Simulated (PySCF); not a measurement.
From computed data to an observable: refractive index and permittivity of the vapour

Te(SiH3)(OSiH3) (H6OSi2Te), SMILES [SiH3][Te]O[SiH3].

Coordinates come from a B3LYP-D3(BJ)/def2-SVP optimisation. This is a generated structure with no PubChem entry under its InChIKey; it may be hypothetical. The def2 effective core potentials stand for the cores of Te; spin–orbit coupling is left out. The values are those of a single conformer.

PySCF with PBE/def2-TZVP gives a mean static polarisability of 99.8 bohr³ and a dipole moment of 1.41 D. Take an ideal gas at 298.15 K and 1 bar, whether or not the substance is that volatile.

Problem. Work out n − 1 in the optical limit and the static ε − 1.

Solution. 
Polarisability volume α' = 99.8 × 0.148185 = 14.79 Å³. Number density N = p/kT = 2.43e-5 Å⁻³.
Dilute limit of Lorentz–Lorenz: n − 1 = 2π N α' = 0.0023.
Orientation term of Debye: μ²/(3kT) = 8.098 Å³ × μ²(D²) = 16.10 Å³.
ε − 1 = 4π N (α' + μ²/3kT) = 0.0094. Orientation of the dipole supplies 52 % of the static response; it can't follow optical fields. Vibrational polarisation and dispersion are left out.
